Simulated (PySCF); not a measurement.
## Calculated data, CH$_{6}$N$_{2}$Si, BH$_{3}$NO, AlFH$_{5}$NSi

All values are calculated (PySCF 2.14.0). Calculation on a computer-drawn molecule: the log of a Hartree-Fock and frozen-core CCSD(T) single point meant for a local Hartree-Fock minimum, with one planted fault or none, to be diagnosed. Offsets are logged minus clean, where the clean run is the same molecule without the fault. The reference is restricted for singlets and unrestricted otherwise, and also for a bond in bohr or an excited solution. Adding or removing an electron swaps singlet and doublet. The excited solution moves the top pair (singlet) or top alpha electron (doublet) to the lowest empty orbital. Highest occupied and lowest empty are orbital energies over both spins, largest force is the largest gradient component, triples share is (T) over the correlation energy, the T1 limit is 0.02 restricted and 0.045 unrestricted, electrons count all cores, a negative frequency is imaginary (commonest isotopes), and the dipole is about the centre of nuclear charge.

Common to all runs: meant multiplicity 1; logged SCF converged yes; logged CC converged yes; logged SCF stable within its kind yes; possible faults no fault, one electron removed, one electron added, multiplicity raised by two, geometry at a saddle point, SCF held on an excited solution, minimal basis STO-3G, one bond length entered in bohr, all coordinates scaled.

(1) 
```xyz
10
formula=CH6N2Si meant_charge=0 meant_basis=cc-pV(D+d)Z logged_electrons=39 logged_basis_functions=95 logged_spin_squared=0.7883 logged_highest_occupied=-15.956 logged_lowest_empty=-6.0183 logged_largest_force=0.11085 logged_T1_diagnostic=0.031614 logged_D1_diagnostic=0.19296 logged_triples_share=0.02954 logged_dipole_magnitude=2.614 logged_energy_HF=-438.92462 logged_energy_CCSD(T)=-439.51835 planted_fault=one_electron_removed HF_energy_offset_from_clean_run=168 CCSD(T)_energy_offset_from_clean_run=194.8
C     -2.2898     0.1252     2.0953
N     -1.5582    -0.3521     0.9315
Si    -0.1195    -1.2102     0.9422
N      0.6085    -1.5976     2.2747
H     -1.7532    -0.1629     2.9963
H     -2.3839     1.2137     2.0841
H     -3.2916    -0.3087     2.1379
H     -1.9822    -0.1309     0.0520
H      0.2370    -1.4724    -0.4659
H      1.4673    -2.1072     2.3356
```

Units: logged_highest_occupied, logged_lowest_empty in eV; logged_largest_force in hartree/bohr; logged_dipole_magnitude in debye; logged_energy_HF, logged_energy_CCSD(T) in hartree; HF_energy_offset_from_clean_run, CCSD(T)_energy_offset_from_clean_run in kcal/mol.

Drawn bonds:
```tsv
atom	other atom	order
1	2	1
2	3	1
3	4	2
1	5	1
1	6	1
1	7	1
2	8	1
3	9	1
4	10	1
```

(2) 
```xyz
6
formula=BH3NO meant_charge=-1 meant_basis=aug-cc-pVDZ logged_electrons=24 logged_basis_functions=18 logged_spin_squared=0 logged_highest_occupied=1.644 logged_lowest_empty=20.084 logged_largest_force=0.050164 logged_T1_diagnostic=0.016349 logged_D1_diagnostic=0.061565 logged_triples_share=0.034332 logged_dipole_magnitude=3.0003 logged_energy_HF=-153.57753 logged_energy_CCSD(T)=-153.74655 planted_fault=minimal_basis_STO-3G HF_energy_offset_from_clean_run=1417 CCSD(T)_energy_offset_from_clean_run=1640
N     -0.2017    -0.5086     2.7896
B     -0.5708    -1.4649     1.7050
O     -1.7319    -1.5834     1.1782
H      0.7561    -0.2387     2.8814
H     -0.8231     0.2642     2.9268
H      0.4365    -2.1633     1.3990
```

Units: logged_highest_occupied, logged_lowest_empty in eV; logged_largest_force in hartree/bohr; logged_dipole_magnitude in debye; logged_energy_HF, logged_energy_CCSD(T) in hartree; HF_energy_offset_from_clean_run, CCSD(T)_energy_offset_from_clean_run in kcal/mol.

Drawn bonds:
```tsv
atom	other atom	order
1	2	1
2	3	1
1	4	1
1	5	1
2	6	1
```

Notes: highest electron not bound in this basis.

(3) 
```xyz
9
formula=AlFH5NSi meant_charge=0 meant_basis=cc-pV(D+d)Z logged_electrons=48 logged_basis_functions=99 logged_spin_squared=0.7474 logged_highest_occupied=-11.334 logged_lowest_empty=1.3692 logged_largest_force=0.022148 logged_T1_diagnostic=0.054999 logged_D1_diagnostic=0.28397 logged_triples_share=0.029198 logged_dipole_magnitude=1.8795 logged_energy_HF=-687.64457 logged_energy_CCSD(T)=-688.21521 planted_fault=one_bond_length_entered_in_bohr,row_6_of_the_drawn_bonds HF_energy_offset_from_clean_run=86.85 CCSD(T)_energy_offset_from_clean_run=88.96
F     -2.1898    -0.4087     1.1033
Si    -0.8502    -1.1960     0.6470
N      0.3554    -0.1177     0.0974
Al     0.8324     0.3808    -1.5581
H     -1.2451    -2.0915    -0.4500
H     -0.4102    -1.9331     1.8433
H      1.2720     0.7732     1.5117
H      0.1021    -0.2895    -2.7796
H      1.9755     1.4559    -1.6965
```

Units: logged_highest_occupied, logged_lowest_empty in eV; logged_largest_force in hartree/bohr; logged_dipole_magnitude in debye; logged_energy_HF, logged_energy_CCSD(T) in hartree; HF_energy_offset_from_clean_run, CCSD(T)_energy_offset_from_clean_run in kcal/mol.

Drawn bonds:
```tsv
atom	other atom	order
1	2	1
2	3	1
3	4	1
2	5	1
2	6	1
3	7	1
4	8	1
4	9	1
```

Notes: T1 above single-reference limit.
